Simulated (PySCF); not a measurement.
A structure optimised at PBE-D3(BJ)/def2-SVP, used in a PySCF frequency run:

```
Si
H 1 1.5067
H 1 1.5084 2 108.13
C 1 1.8925 2 110.94 3 -122.80
H 4 1.1082 1 111.13 2 54.98
H 4 1.1083 5 108.44 1 -121.99
H 4 1.1084 5 108.71 6 -117.41
Si 1 2.3508 2 107.73 3 118.59
H 8 1.5042 1 114.17 2 -48.98
H 8 1.5057 9 108.29 1 126.27
Cl 8 2.1023 9 108.21 10 116.52
```
Charge 0, spin multiplicity 1.

Question: Write its SMILES and formula.

Answer: C[SiH2][SiH2]Cl, CH₇ClSi₂

Question: What are its rotational constants (standard atomic weights)?

Answer: 4.9037, 1.7680, 1.4312 GHz
